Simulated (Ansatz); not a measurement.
System: C4H5NOS, net charge 0, singlet state. SMILES: COc1cscn1
Structure (B3LYP-D3(BJ)/def2-TZVP (Ansatz, a first-principles code) minimum search):
```xyz
12

C      2.7162    -0.5555     0.4474
O      1.8589     0.2382    -0.3760
C      0.5357     0.1231    -0.1684
C     -0.3923     0.8282    -0.8897
S     -1.9637     0.4145    -0.3376
C     -1.2655    -0.6610     0.8062
N      0.0364    -0.7146     0.7860
H      2.5150    -1.6186     0.3099
H      3.7266    -0.3183     0.1241
H      2.5875    -0.3048     1.5009
H     -0.2218     1.5362    -1.6810
H     -1.8784    -1.2391     1.4812
```

Quantity: atomisation energy (electronic, to ground-state atoms), in kcal/mol. Valence correlation only, unless marked. UHF or UKS for open shells. Spin-orbit coupling is left out. No relativistic terms. The coupled-cluster limit lacks core correlation, which all-electron functionals hold. CBS marks a two-point X^-3 extrapolation of the correlation energy; Hartree-Fock from the larger set.

```tsv
level	program	atomisation energy (kcal/mol)
HF/STO-3G	Ansatz	931.9
HF/aug-cc-pV(T+d)Z	Ansatz	832.3
PBE-D3(BJ)/def2-TZVPD	Ansatz + dftd3	1285.4
r2SCAN/def2-TZVPD	Ansatz	1235.4
r2SCAN-D4/def2-TZVPD	Ansatz + dftd4	1237.3
PBE0/STO-3G	Ansatz	1383.7
HSE06-D4/def2-TZVPD	Ansatz + dftd4	1248.1
```

Task: What does CCSD(T)/CBS(cc-pV(T+d)Z,cc-pV(Q+d)Z) (Ansatz) give?

Result: 1224.4 kcal/mol
